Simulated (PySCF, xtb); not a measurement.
Al(Cl)(OH)(OSiH3) (AlClH4O2Si), SMILES [OH][Al]([Cl])[O][SiH3].

GFN2-xTB (xtb) at its own geometry gives an orbital gap of 4.09 eV and a dipole moment of 2.04 D.

Geometry: PBE0-D3(BJ)/def2-SVP. The structure was generated by enumeration; whether it is a known compound was not checked. Other conformers were not sampled.

Problem. What does PBE/def2-TZVP (PySCF) give? (The exact figures need the calculation; the answer reports its results.)

Solution. gap 5.61 eV (levels -7.41 and -1.79 eV), dipole 1.96 D.
